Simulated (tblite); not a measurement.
C3H4BF3S.
Atom-mapped SMILES: `[CH3:1][S:2]/[CH:3]=[C:4](/[F:5])[B:6]([F:7])[F:8]` (hydrogens: H9, H10, H11 on C1; H12 on C3)

Computed with GFN2-xTB (tblite), gas phase: L-BFGS steps from a force-field or distance-geometry start until the largest atomic force falls under 0.01 eV/Å.

Step 80: E = -740.1246 eV
```
atom  x, y, z in Å  |  force x, y, z in eV/Å
C1     -2.3835    0.1909    0.6480    0.071  -0.222  -0.013
S2     -0.9799    0.5489   -0.4721   -0.119   0.056   0.033
C3      0.2074   -0.5412    0.1236    0.082  -0.139   0.009
C4      1.5238   -0.4702   -0.1567    0.258   0.038   0.025
F5      2.3104   -1.4507    0.3957   -0.250   0.021  -0.092
B6      2.2693    0.5823   -1.0092    0.171  -0.154  -0.015
F7      3.5416    0.4717   -1.3394   -0.099   0.027   0.070
F8      1.6712    1.6563   -1.4792   -0.091   0.129  -0.065
H9     -2.3741    0.8959    1.4708    0.029   0.050   0.035
H10    -3.2822    0.3156    0.0606   -0.143   0.064  -0.039
H11    -2.3390   -0.8286    1.0272    0.092   0.097  -0.104
H12    -0.1640   -1.3715    0.7047   -0.002   0.031   0.156
```

Step 81: E = -740.1322 eV
```
atom  x, y, z in Å  |  force x, y, z in eV/Å
C1     -2.3863    0.1834    0.6501   -0.016  -0.103   0.044
S2     -0.9656    0.5969   -0.4323   -0.086  -0.033   0.124
C3      0.2162   -0.5160    0.1374    0.045  -0.127  -0.034
C4      1.5328   -0.4670   -0.1544    0.170   0.017  -0.006
F5      2.3013   -1.4664    0.3856   -0.205   0.012  -0.055
B6      2.2789    0.5689   -1.0220    0.126   0.015  -0.039
F7      3.5630    0.4893   -1.3173   -0.185   0.028   0.059
F8      1.6521    1.6120   -1.5371    0.031   0.000  -0.018
H9     -2.4069    0.8597    1.5022    0.077  -0.026  -0.070
H10    -3.2754    0.3337    0.0484   -0.066  -0.001   0.010
H11    -2.3457   -0.8491    0.9981    0.091   0.162  -0.162
H12    -0.1634   -1.3460    0.7153    0.020   0.056   0.147
```

Question: Estimate the geometry and energy of step 82. (The exact step hangs on the optimiser's Hessian estimate; all steps are aligned on step 81, rigid shifts and turns removed.)

Answer: E = -740.1386 eV, largest force 0.191 eV/Å
```
atom  x, y, z in Å  |  force x, y, z in eV/Å
C1     -2.3811    0.1793    0.6447   -0.160   0.087   0.059
S2     -0.9618    0.5987   -0.4210    0.062   0.039   0.002
C3      0.2224   -0.5134    0.1464   -0.096  -0.076  -0.004
C4      1.5369   -0.4687   -0.1526    0.099  -0.047  -0.057
F5      2.2883   -1.4857    0.3686   -0.057  -0.041   0.024
B6      2.2789    0.5638   -1.0248    0.044   0.059   0.002
F7      3.5644    0.5142   -1.3092   -0.106  -0.013   0.039
F8      1.6333    1.5931   -1.5445    0.024   0.040  -0.046
H9     -2.4110    0.8522    1.4985    0.106  -0.018  -0.005
H10    -3.2695    0.3479    0.0435   -0.026  -0.094   0.015
H11    -2.3365   -0.8496    0.9859    0.029   0.007  -0.121
H12    -0.1633   -1.3323    0.7385    0.082   0.057   0.092
```

The energy changes by -0.0064 eV. The first-order estimate −F·Δx gives -0.0119 eV and the mean of the old and new forces, exact on a quadratic surface, -0.0065 eV. The step makes an angle of 70° with the force vector and moves no atom by more than 0.029 Å.

What follows is the cost of the whole relaxation. The run took 0.57 s wall on an Intel Xeon 6975P-C with one thread, on a shared host.
